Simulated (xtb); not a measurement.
Ge(F)2(SH)2 (F2GeH2S2), SMILES [F][Ge]([F])([SH])[SH]. All values are semi-empirical tight-binding results from xtb (GFN2-xTB unless named), good for trends rather than for accurate numbers. Coordinates come from a GFN2-xTB optimisation. The structure was generated by enumeration, and PubChem lists no compound with its InChIKey, so it may never have been made. One conformer was computed; it need not be the lowest.

Optimised geometry:

Bonds (Å): F1–Ge2 1.769, Ge2–F3 1.768, Ge2–S4 2.232, Ge2–S5 2.231, S4–H6 1.331, S5–H7 1.331. Bond angles (°): F1–Ge2–F3 102.2, F1–Ge2–S4 107.7, F1–Ge2–S5 107.8, F3–Ge2–S4 107.6, F3–Ge2–S5 107.7, S4–Ge2–S5 122.2, Ge2–S4–H6 92.0, Ge2–S5–H7 92.1.

A frequency run showed that this geometry is not a minimum.

For metal compounds this method's bond lengths and energies can be far off.

The orbital gap is 3.21 eV.

Computed atomic charges and the Wiberg bond orders between heavy atoms:
charges (e) F1 -0.26, Ge2 0.45, F3 -0.26, S4 -0.16, S5 -0.16, H6 0.19, H7 0.19. Bond orders F1–Ge2 1.04, Ge2–F3 1.04, Ge2–S4 0.90, Ge2–S5 0.90.
